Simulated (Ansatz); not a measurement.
Species: SnF, net charge 1, singlet state. 
Structure (B3LYP-D3(BJ)/def2-TZVP (Ansatz, a program for electronic structure) minimum search):
```
Sn
F 1 1.8873
```
Charge +1, spin multiplicity 1.

Quantity: vertical electron affinity (to the doublet state of charge +0; a negative value means that the extra electron is unbound and the number depends on the basis; each state is the SCF solution reached for its spin), in eV. Cores are frozen in the correlated levels unless marked. UHF or UKS for open shells. No spin-orbit coupling. Frozen are the shells of the preceding noble gas and the d and f shells that filled before the atom's block. Past Kr the def2 sets carry scalar-relativistic core potentials. CBS marks a two-point X^-3 extrapolation of the correlation energy; Hartree-Fock from the larger set.

```json
[
 {"level": "PBE/def2-TZVPD", "program": "Ansatz", "vertical electron affinity (eV)": "6.95"},
 {"level": "PBE0/def2-TZVPD", "program": "Ansatz", "vertical electron affinity (eV)": "7.08"},
 {"level": "wB97M-V/def2-TZVPD", "program": "Ansatz", "vertical electron affinity (eV)": "7.03"},
 {"level": "wB97X-V/def2-TZVPD", "program": "Ansatz", "vertical electron affinity (eV)": "6.99"},
 {"level": "CCSD/CBS(def2-TZVPPD,def2-QZVPPD)", "program": "Ansatz", "vertical electron affinity (eV)": "6.98"},
 {"level": "CCSD(T)/def2-QZVPPD", "program": "Ansatz", "vertical electron affinity (eV)": "6.95"},
 {"level": "CCSD(T)/CBS(def2-TZVPPD,def2-QZVPPD)", "program": "Ansatz", "vertical electron affinity (eV)": "6.98"}
]
```
